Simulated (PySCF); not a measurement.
CH4S2Se. Atoms are numbered in the order given.

```xyz
8

Se     0.0351     0.1172     0.8481
S      0.3960     2.0095    -0.3083
H      1.7601     2.0077    -0.2206
S      0.2446    -1.5318    -0.6113
C     -1.3633    -1.5110    -1.4809
H     -2.2031    -1.6755    -0.7795
H     -1.3266    -2.3397    -2.2169
H     -1.4918    -0.5526    -2.0200
```
Charge 0, spin multiplicity 1.

Coordinates come from a PBE-D3(BJ)/def2-SVP optimisation. This is a generated structure with no PubChem entry under its InChIKey; it may be hypothetical. Other conformers were not sampled.

Method: PySCF with PBE/def2-TZVP.

ESP charges are fitted to the potential on shells at 1.4 to 2.0 van der Waals radii. Atomic charges (e):

```tsv
atom	Mulliken	ESP fit
Se1	0.05	0.01
S2	-0.23	-0.17
H3	0.17	0.15
S4	-0.09	-0.10
C5	-0.33	-0.35
H6	0.15	0.14
H7	0.14	0.18
H8	0.15	0.13
```

Task: Give the Mayer and Wiberg (Löwdin basis) orders of the bonds. (An estimate is asked for; the answer gives what the named calculation found.)

Result: 
```tsv
bond	Mayer	Wiberg
Se1–S2	1.14	1.65
S2–H3	0.94	1.06
Se1–S4	1.21	1.67
S4–C5	1.03	1.51
C5–H6	0.95	0.94
C5–H7	0.94	0.93
C5–H8	0.95	0.94
```
